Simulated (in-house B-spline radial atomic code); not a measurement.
Excitations of the indium ion In⁴⁷⁺ by several methods

Full response, energies in eV; labels give the largest channel, * marks a mixed state, a dash one above the method's threshold, and an imaginary frequency an unstable closed-shell reference. Computed with a B-spline radial code for spherical atoms: linear response of the closed shell 1s2 with each method's own kernel (bare exchange for TDHF, static screening on G0W0 levels for BSE, the adiabatic kernel for functionals); non-relativistic, point nucleus, no spin-orbit coupling, no double excitations, S, P, D and F terms only.

Without relativity these are model numbers for so heavy an element.

```
         method  1s → 2s 3S  1s → 2p 3P  1s → 2s 1S  α (bohr³)
           TDHF    23920.40    23970.28    23977.87  1.608e-06
            PBE           ?           ?           ?          ?
       LDA VWN5    23785.69    23846.01    23840.64  1.618e-06
 BSE on G0W0@HF           ?           ?           ?          ?
          B97-1    23829.47    23890.43    23887.09  1.613e-06
B3LYP (VWN-RPA)    23698.90    23806.27    23841.22  1.613e-06
```

(1) What does PBE give?

(2) What does BSE on G0W0@HF give?

## Answers

(1) 1s → 2s 3S: 23808.26; 1s → 2p 3P: 23868.88; 1s → 2s 1S: 23864.57; α: 1.614e-06 (eV, bohr³).

(2) 1s → 2s 3S: 23920.24; 1s → 2p 3P: 23969.84; 1s → 2s 1S: 23977.69; α: 1.608e-06 (eV, bohr³).
